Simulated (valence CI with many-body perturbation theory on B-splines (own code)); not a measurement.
**Bi XLV in brief**

Level of theory: valence CI with perturbative core correlation (CI+MBPT): three valence electrons over a frozen Dirac-Fock core [Kr], a basis of 7 s, 7 p, 8 d, 6 f, 4 g, 1 h functions for each j, with the one-electron correlation potential Σ1, the two-electron term Σ2, the three-electron term Σ3, Breit, model QED; selected CI, second order for the rest, scaled by the run's own slope (own B-spline code, finite nucleus).

No measured spectrum was set against this ion. As an estimate, large intervals hold to a few tenths of a per cent, small ones and those within an open d or f shell to about a per cent. Only levels of the ground parity were solved; by the run's estimate the other parity begins above the list, which can be wrong where configurations are misplaced.

Levels are named by their leading jj configuration (3d3/2^4 stands for four electrons in 3d with j = 3/2), which in mixed levels can hold well under half, so a name can repeat and another be missing.

Rates and lifetimes use the calculated energies. Strong lines usually hold to 10 to 20 %, long lifetimes can be off by a factor of two.

What is the ground level?

(4d3/2^3) J=3/2, composition 44 % 4d3 4F + 40 % 4d3 2D + 11 % 4d3 2P, g = 0.727.

What is the ionisation energy?

2254.7 eV; NIST lists 2253 ± 4 eV (theoretical).

How well does LS coupling describe the low levels?

Among the lowest 19 levels the leading LS term, summed over configurations, holds 56 % on average. For single configurations the figures are 56 % in LS and 98 % in jj coupling. Terms mix most in the J = 3/2 level at 32.90 eV, where the leading one holds 38 %.
